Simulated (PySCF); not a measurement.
Shifts of the heteroatoms

Cartesian coordinates in Å; atom numbers follow the order of the lines, from 1:
```xyz
14

F    -0.3975    1.4144    2.1245
C     0.0670    0.6210    1.1092
C     1.2931    0.8408    0.6560
Si    2.1149   -0.1312   -0.7242
Si   -1.2285   -0.6585    0.5796
P    -2.0197   -0.0416   -1.4255
H     1.8609    1.6391    1.1212
H     3.2172    0.6842   -1.2398
H     2.6462   -1.3818   -0.1708
H     1.1529   -0.4198   -1.7883
H    -0.5944   -1.9715    0.4266
H    -2.2308   -0.6831    1.6508
H    -2.7907    1.0055   -0.9477
H    -3.0914   -0.9179   -1.3937
```

Computational details: geometry: GFN2-xTB, PBE0/pcSseg-1 with gauge-including orbitals, in PySCF 2.14 (in vacuum, non-relativistic Hamiltonian, averaged over atoms made equivalent by symmetry, fast rotation or ring inversion, one computed conformer).

Question: What are the $^{19}$F shifts?

Answer: 
```json
{"atoms": "F1", "environment": "vinylic fluorine", "σ (ppm)": "200.6", "δ (ppm)": "-35.0"}
```

Shieldings were converted by a linear fit to measured shifts: $^{19}$F (scatter 6.0 ppm rms, 7.0 ppm with the 5 outliers that the fit left out vs CFCl3, solution or neat liquid, with a term for F on sp3 carbon). A few per cent of atoms miss by over 2 rms, more outside the fitted compound classes.

On a 400 MHz spectrometer $^{19}$F resonates near 376.4 MHz, so 1 ppm is 376.4 Hz.

Question: Predict the $^{31}$P NMR data.

Answer: 
```csv
atoms,environment,σ (ppm),δ (ppm)
P6,"phosphorus bonded to Si, 2 H",625.4,-248.0
```

Shieldings were converted by a linear fit to measured shifts: $^{31}$P (scatter 18.1 ppm rms vs H3PO4, solution or neat liquid). Occasional misses reach two or three times the rms, and more in compound classes unlike the fitted ones.

On a 400 MHz spectrometer $^{31}$P resonates near 161.9 MHz, so 1 ppm is 161.9 Hz.

Question: Predict the $^{29}$Si NMR data.

Answer: 
```json
{"atoms": "Si5", "environment": "silicon bonded to C, P, 2 H", "σ (ppm)": "406.9", "δ (ppm)": "-54.5"}
{"atoms": "Si4", "environment": "silicon bonded to C, 3 H", "σ (ppm)": "434.7", "δ (ppm)": "-77.3"}
```

Shieldings were converted by a linear fit to measured shifts: $^{29}$Si (scatter 8.9 ppm rms, 25.8 ppm with the 6 outliers that the fit left out vs TMS, solution or neat liquid). Occasional misses reach two or three times the rms, and more in compound classes unlike the fitted ones.

On a 400 MHz spectrometer $^{29}$Si resonates near 79.5 MHz, so 1 ppm is 79.5 Hz.
